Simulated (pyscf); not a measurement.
PySCF, gas phase, ωB97X-D3(BJ)/def2-SVP geometries. MP2 and CC: frozen core, UHF for open shells. ΔMP2 is the change of the MP2 total energy from the triple- to the quadruple-zeta basis.

Problem. PBE/def2-TZVP puts the barrier of `[CH2][CH]1[CH]=[CH]1` [doublet] → `[CH]=[CH][CH]=[CH2]` [doublet] (ring opening; doublet surface; C–C broken, none formed) at 6.2 kcal/mol and the reaction energy at -16.9 kcal/mol, from the reactant's lowest minimum found. What do PBE0-D3(BJ)/def2-TZVP, M06-2X/def2-TZVP, CCSD(T)/def2-TZVPP + ΔMP2(QZVPP) give on the same structures?

Solution. PBE0-D3(BJ): ΔE‡ = 8.9 kcal/mol, ΔE = -16.3 kcal/mol; M06-2X: ΔE‡ = 11.0 kcal/mol, ΔE = -16.1 kcal/mol; CCSD(T): ΔE‡ = 8.1 kcal/mol, ΔE = -18.1 kcal/mol. PBE's barrier lies under all of them, by 1.9 to 4.8 kcal/mol. Its reaction energy lies among theirs. On the product side the descent ends in a point that may be a rotor saddle (no frequency run), 2.2 kcal/mol over the lowest minimum found and 24.1 kcal/mol under the saddle at ωB97X-D3(BJ)/def2-TZVP. cyclic C₄H₅ (SMILES [CH2]C1C=C1) [doublet] lies 28.9 kcal/mol over its isomer •HC=C=CH–CH₃ (electronic energy, ωB97M-D3(BJ)/def2-TZVP). •HC=CH–CH=CH₂ lies 11.3 kcal/mol over its isomer •HC=C=CH–CH₃ (electronic energy, ωB97M-D3(BJ)/def2-TZVP). One saddle was located; it need not be the lowest between these sides. The CCSD(T) − MP2 part came from Ansatz, without density fitting, on the same reference. An open-shell T1 diagnostic exceeds 0.045. A UHF reference is spin-contaminated (<S²> up to 1.26), which harms MP2 most.
